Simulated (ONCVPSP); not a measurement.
**Ru (Z = 44): ONCV pseudisation with PBE, scalar-relativistic reference atom.**

ruthenium, optimised norm-conserving Vanderbilt (ONCV), made with ONCVPSP 4.0.1 (PBE, scalar-relativistic). Core [Kr], reference 4d7 5s0.75 5p0.25. Waves: 5s: rc 2.85 bohr, ncon 4, nbas 9, qcut 2.7 1/bohr, 2 projectors, debl 3.8 Ha; 5p: rc 2.95 bohr, ncon 4, nbas 7, qcut 3 1/bohr, 3 projectors, debl 2.1 Ha; 4d: rc 1.50 bohr, ncon 5, nbas 8, qcut 5.7 1/bohr, 2 projectors, debl 1.5 Ha. Local part: polynomial inside 1.30 bohr (lpopt 4, dvloc0 -1 Ha). Core correction: Teter function fitted to the true core (icmod 2), fcfact 0.15.

What the tests gave:

```
Cutoffs needed             : 68 Ha and 92 Ha (the cutoffs (Ha) at which the residual kinetic energy of the hardest occupied pseudo-wave falls to 1 and 0.1 mHa per electron)
Ghost test                 : no bound ghost flagged; GHOST(+) flagged for s at 24.4 eV, p at 96.7 eV
Configuration tests        : 1 of 4 tests not solved or not reliable
rms error of d²Exc/dni dnj : 4.11 mHa without and 2.13 mHa with the model core
```

Generation and tests took about 5.7 s on one core of a shared server CPU.
